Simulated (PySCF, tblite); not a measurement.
Species: C8H15P.
Cartesian coordinates in Å at the GFN2-xTB level; atoms count from 1:
```xyz
24
C8H15P angstrom
C      1.812   -1.547   -0.592
C      1.324   -0.185   -0.218
C      0.070    0.234   -0.066
C     -1.180   -0.591   -0.214
C     -1.775   -0.909    1.162
C     -2.214    0.111   -1.096
C     -0.075    1.696    0.277
P      1.582    2.264    0.901
C      2.389    0.864   -0.018
H      2.488   -1.475   -1.444
H      2.371   -1.983    0.238
H      0.999   -2.220   -0.847
H     -0.918   -1.539   -0.693
H     -1.038   -1.407    1.787
H     -2.638   -1.563    1.055
H     -2.097    0.000    1.664
H     -3.067   -0.543   -1.261
H     -1.782    0.363   -2.062
H     -2.572    1.024   -0.626
H     -0.333    2.276   -0.617
H     -0.846    1.890    1.025
H      1.483    1.546    2.105
H      3.254    0.486    0.532
H      2.753    1.229   -0.986
```

Theory: PBE0/pcSseg-1 in PySCF (dipole) on a GFN2-xTB geometry, gas phase.

Take the most abundant isotopes and a rigid rotor. The values belong to one conformer with, in the numbering `[CH3:1][C:2]1=[C:3]([CH:4]([CH3:5])[CH3:6])[CH2:7][PH:8][CH2:9]1`, C2–C3–C4–C5 105°, C2–C3–C7–P8 -18°, C3–C7–P8–C9 23°, C7–P8–C9–C2 -23°, C1–C2–C9–P8 -164°.

(1) What are A, B and C (MHz)?

(2) Classify the top.

(3) Is it planar, by Δ = Ic − Ia − Ib?

(4) Give the other two planar moments, Paa and Pbb, and the rms extents of the mass along the axes.

(5) Which types of transition are allowed, and where do some lines up to J = 4 fall?

Answers

(1) Ia = 268.71, Ib = 496.16, Ic = 638.54 u·Å²; 505379 MHz·u·Å²/I gives A = 1881, B = 1019, C = 791.5 MHz.

(2) An asymmetric top: κ = (2 × 1019 − 1881 − 791.5)/(1881 − 791.5) = -0.58.

(3) Not planar: Δ = Ic − Ia − Ib = -126.33 u·Å². For a rigid frame Δ = −2 Σ m c², so Σ m c² = 63.16 u·Å² lies off the ab plane: 23.27 from hydrogen and 39.90 from heavier atoms. The atom farthest from that plane is 2.14 Å away.

(4) Paa = Σ m a² = (Ib + Ic − Ia)/2 = 433.00 and Pbb = Σ m b² = (Ia + Ic − Ib)/2 = 205.54 u·Å². With the mass M = 142.09 u, the rms extents √(P/M) along a, b and c are 1.75, 1.20, 0.67 Å.

(5) The dipole components are |μa| = 1.29 D, |μb| = 1.10 D, |μc| = 0.06 D. The squared components, which scale the intensities, stand as 1.00 : 0.73 : 0.00 (a : b : c). Some lines, for components of 0.1 D or more:

```json
{"type": "a", "branch": "Q", "J(Ka,Kc)": "4(2,2) ← 4(2,3)", "MHz": "526", "lower level (cm⁻¹)": "0.733"}
{"type": "b", "branch": "Q", "J(Ka,Kc)": "2(1,1) ← 2(0,2)", "MHz": "1356", "lower level (cm⁻¹)": "0.180"}
{"type": "a", "branch": "R", "J(Ka,Kc)": "1(0,1) ← 0(0,0)", "MHz": "1810", "lower level (cm⁻¹)": "0.000"}
{"type": "b", "branch": "R", "J(Ka,Kc)": "1(1,1) ← 0(0,0)", "MHz": "2672", "lower level (cm⁻¹)": "0.000"}
{"type": "b", "branch": "Q", "J(Ka,Kc)": "2(2,1) ← 2(1,2)", "MHz": "3268", "lower level (cm⁻¹)": "0.202"}
{"type": "a", "branch": "R", "J(Ka,Kc)": "2(1,2) ← 1(1,1)", "MHz": "3393", "lower level (cm⁻¹)": "0.089"}
{"type": "a", "branch": "R", "J(Ka,Kc)": "2(0,2) ← 1(0,1)", "MHz": "3581", "lower level (cm⁻¹)": "0.060"}
{"type": "b", "branch": "Q", "J(Ka,Kc)": "4(2,3) ← 4(1,4)", "MHz": "4122", "lower level (cm⁻¹)": "0.595"}
{"type": "b", "branch": "R", "J(Ka,Kc)": "3(0,3) ← 2(1,2)", "MHz": "4606", "lower level (cm⁻¹)": "0.202"}
{"type": "b", "branch": "Q", "J(Ka,Kc)": "3(3,0) ← 3(2,1)", "MHz": "4717", "lower level (cm⁻¹)": "0.499"}
{"type": "b", "branch": "Q", "J(Ka,Kc)": "3(3,1) ← 3(2,2)", "MHz": "4902", "lower level (cm⁻¹)": "0.492"}
{"type": "b", "branch": "R", "J(Ka,Kc)": "4(1,3) ← 3(2,2)", "MHz": "5329", "lower level (cm⁻¹)": "0.492"}
{"type": "a", "branch": "R", "J(Ka,Kc)": "3(2,1) ← 2(2,0)", "MHz": "5580", "lower level (cm⁻¹)": "0.313"}
{"type": "a", "branch": "R", "J(Ka,Kc)": "3(1,2) ← 2(1,1)", "MHz": "5744", "lower level (cm⁻¹)": "0.225"}
{"type": "b", "branch": "R", "J(Ka,Kc)": "2(2,1) ← 1(1,0)", "MHz": "6434", "lower level (cm⁻¹)": "0.097"}
{"type": "b", "branch": "R", "J(Ka,Kc)": "4(0,4) ← 3(1,3)", "MHz": "6442", "lower level (cm⁻¹)": "0.371"}
{"type": "b", "branch": "Q", "J(Ka,Kc)": "4(4,0) ← 4(3,1)", "MHz": "6742", "lower level (cm⁻¹)": "0.901"}
{"type": "b", "branch": "Q", "J(Ka,Kc)": "4(4,1) ← 4(3,2)", "MHz": "6771", "lower level (cm⁻¹)": "0.900"}
{"type": "a", "branch": "R", "J(Ka,Kc)": "4(3,2) ← 3(3,1)", "MHz": "7307", "lower level (cm⁻¹)": "0.656"}
{"type": "a", "branch": "R", "J(Ka,Kc)": "4(2,2) ← 3(2,1)", "MHz": "7547", "lower level (cm⁻¹)": "0.499"}
{"type": "a", "branch": "R", "J(Ka,Kc)": "4(1,3) ← 3(1,2)", "MHz": "7602", "lower level (cm⁻¹)": "0.417"}
{"type": "b", "branch": "R", "J(Ka,Kc)": "4(2,2) ← 3(1,3)", "MHz": "11367", "lower level (cm⁻¹)": "0.371"}
```

Its GFN2-xTB frequencies are all real (lowest 38 cm⁻¹). No vibrational averaging or centrifugal distortion is included, and the geometry carries the error of its method. A rigid rotor knows nothing of internal rotation, which can split or shift real lines.

Time: 81 s wall (with the writing of density and orbital grids); peak memory 1.1 GiB. Hardware: Arm Neoverse V1, one thread (shared host). This is the PBE0/pcSseg-1 job that gave the dipole, with the shieldings it also computed.
